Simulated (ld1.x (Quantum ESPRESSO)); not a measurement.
# Which change was made? (Ti, RRKJ)

```json
{"Element": "titanium", "Generator": "ld1.x (Quantum ESPRESSO) 7.5", "Type": "norm-conserving RRKJ (Kleinman–Bylander form)", "Functional": "PW91", "Relativity": "scalar-relativistic", "Frozen core": "[Ne]", "Valence charge": "12", "Reference configuration": "3s2 3p6 3d2 4s2 4p0", "Partial waves": "3s (bound): rc 1.60 bohr; 3d (bound): rc 1.80 bohr; 3p (bound): rc 1.75 bohr", "Local potential": "the p channel", "Core correction": "none", "rho0": "0.02"}
```

Occupied shells without a wave of their own: 4s. They enter only through the test configuration that unscreens the potential.

Cutoffs, loose and tight: the cutoffs (Ry, on a coarse ladder) from which the occupation-weighted sum of valence levels, in a spherical-Bessel basis at the reference potential, stays within 10 and 1 mRy of its value at 400 Ry. They do not see the model core or the augmentation charge, which bear on the density cutoff. Test errors are all-electron minus pseudo excitation energies from the reference, over the configurations 3s2 3p6 3d2 4s1 4p0; 3s2 3p6 3d2 4s0 4p0; 3s2 3p6 3d1 4s0 4p0; 3s2 3p6 3d2 4s1.5 4p0; 3s2 3p6 3d0 4s0 4p0; 3s2 3p6 3d2.5 4s1.5 4p0; 3s2 3p6 3d1 4s2 4p1; variants that change the core or the reference have their own tests.

The base gives: outcome: generated; cutoff, loose: 60 Ry; cutoff, tight: 80 Ry; bound ghosts: none; largest test error (meV): +594.

After one change the result is: outcome: generated, misses its reference levels by 0.26 eV; cutoff, loose: 60 Ry; cutoff, tight: 70 Ry; bound ghosts: none; largest test error (meV): +2083. Which change was it?
A. wave 3p (bound): rc 1.75 bohr becomes 3p (bound): rc 1.92 bohr
B. wave 3p (bound): rc 1.75 bohr becomes 3p (bound): rc 2.66 bohr
C. wave 3p (bound): rc 1.75 bohr becomes 3p (bound): rc 2.28 bohr
D. wave 3p (bound): rc 1.75 bohr becomes 3p (bound): rc 1.18 bohr

C. The others give: wave 3p (bound): rc 1.75 bohr becomes 3p (bound): rc 1.92 bohr → outcome: generated; cutoff, loose: 60 Ry; cutoff, tight: 80 Ry; bound ghosts: none; largest test error (meV): +865 | wave 3p (bound): rc 1.75 bohr becomes 3p (bound): rc 2.66 bohr → outcome: generated, misses its reference levels by 0.62 eV; cutoff, loose: 60 Ry; cutoff, tight: 70 Ry; bound ghosts: none; largest test error (meV): +3804 | wave 3p (bound): rc 1.75 bohr becomes 3p (bound): rc 1.18 bohr → outcome: generated; cutoff, loose: 70 Ry; cutoff, tight: 100 Ry; bound ghosts: none; largest test error (meV): +646.
